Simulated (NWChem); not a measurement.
C2H6OSi; SMILES CC(=O)[SiH3]

Computed with NWChem. All runs use the structure optimised with PBE0/def2-SVP. Level: PBE0/def2-SVP with SMD (1 M gas to 1 M solution), gas-phase geometry. Reactions with the solvent are ignored.

**Question.** What does the run give for solvent toluene? Quantities: solvation free energy (kcal/mol); cavity-dispersion-structure term (kcal/mol); dipole in solution (D).

**Answer.** 
```yaml
solvation free energy (kcal/mol): -3.1
cavity-dispersion-structure term (kcal/mol): -1.3
dipole in solution (D): 2.70
```
